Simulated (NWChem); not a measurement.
System: GeHCl3; SMILES [Cl][GeH]([Cl])[Cl]

Program: NWChem. Geometry: optimised at PBE0/def2-SVP. Level B3LYP/def2-SVP: energy and gradient on several grids; changes count from the extra-fine grid, which is no exact limit either.

```json
[
 {"grid": "xcoarse", "size of the energy change (μHa)": "600", "largest change of a gradient component (μHa/bohr)": "10000"},
 {"grid": "coarse", "size of the energy change (μHa)": "60", "largest change of a gradient component (μHa/bohr)": "500"},
 {"grid": "medium", "size of the energy change (μHa)": "< 10", "largest change of a gradient component (μHa/bohr)": "100"},
 {"grid": "fine", "size of the energy change (μHa)": "< 10", "largest change of a gradient component (μHa/bohr)": "< 30"},
 {"grid": "xfine", "size of the energy change (μHa)": "< 10", "largest change of a gradient component (μHa/bohr)": "< 30"}
]
```
